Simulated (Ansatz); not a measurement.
Compare A (`O[SiH2]SC[SiH3]`) with its isomer B (`[SiH3]OCS[SiH3]`).

Calculated with Ansatz (gas phase, PBE0-D4/def2-TZVP geometries, no zero-point term in ΔE). CCSD(T)/CBS adds triple-zeta CCSD(T) − MP2 to the extrapolated MP2 energy (def2 sets, frozen cores). DFT in def2-TZVPP. B3LYP here is the variant with VWN-RPA as its local correlation; programs differ in this. One conformer a species, not always the lowest.

Task: Which isomer does CCSD(T)/CBS put lower? Give the gap. (An estimate is asked.)

Result: The calculation gave: A, by 22.3 kcal/mol.

Task: Give E(B) − E(A) in kcal/mol with HF/def2-TZVPP, B3LYP, MP2/def2-TZVPP, ωB97M-V, B2PLYP, PBE-D4, B3LYP-D4. (Best estimate.)

Result: Computed: HF/def2-TZVPP 17.4, B3LYP 19.2, MP2/def2-TZVPP 22.7, ωB97M-V 21.5, B2PLYP 20.3, PBE-D4 21.2, B3LYP-D4 19.8. None reverses the order clearly.

Largest T1 diagnostic: 0.012.

In def2-TZVPP, CCSD(T) changes the Hartree–Fock value by +3.6 kcal/mol (the triples alone add +0.3 kcal/mol) and MP2 by +5.3 kcal/mol.
